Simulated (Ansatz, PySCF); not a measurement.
B3H5N3, SMILES B1[N]BNBN1 (connectivity only; charge and spin as stated), charge -1, multiplicity 1. Atoms are numbered in the order given.

```xyz
11

B      0.0000     1.1918    -0.8052
N      0.0000     0.0000    -1.5257
B      0.0000    -1.1918    -0.8052
N      0.0000    -1.2115     0.6694
B      0.0000     0.0000     1.4108
N      0.0000     1.2115     0.6694
H      0.0000     2.3196    -1.3187
H      0.0000    -2.3196    -1.3187
H      0.0000    -2.0971     1.1546
H      0.0000     0.0000     2.6338
H      0.0000     2.0971     1.1546
```
Charge -1, spin multiplicity 1.

Geometry optimised at PBE0-D3(BJ)/def2-SVPD. The multiplicity is an assumed one; no other spin state was optimised. The isomer is the one that the SMILES or the coordinates give; other isomers of the formula were not compared.

Estimates of the vertical detachment energy (IE) of the anion in eV. Rows of orbital energies are one-electron estimates, which approximate functionals can put far too low.

```csv
level,IE
"−ε(HOMO), −ε(LUMO), r2SCAN/def2-SVPD (PySCF)",-0.16
"−ε(HOMO), −ε(LUMO), PBE/def2-SVPD (PySCF)",-0.37
"ΔSCF, CAM-B3LYP/def2-SVPD (Ansatz), final states of multiplicity 2",2.86
"ΔSCF, PBE/def2-SVPD (Ansatz), final states of multiplicity 2",2.75
```

**Question.** What vertical singlet–triplet gap does ΔSCF give with CAM-B3LYP/def2-SVPD (Ansatz, an electronic-structure program) and with PBE/def2-SVPD (Ansatz)? (Estimate from the structure and the level; the computed values follow.)

**Answer.** 4.32 and 3.91 eV (triplet above singlet where positive).
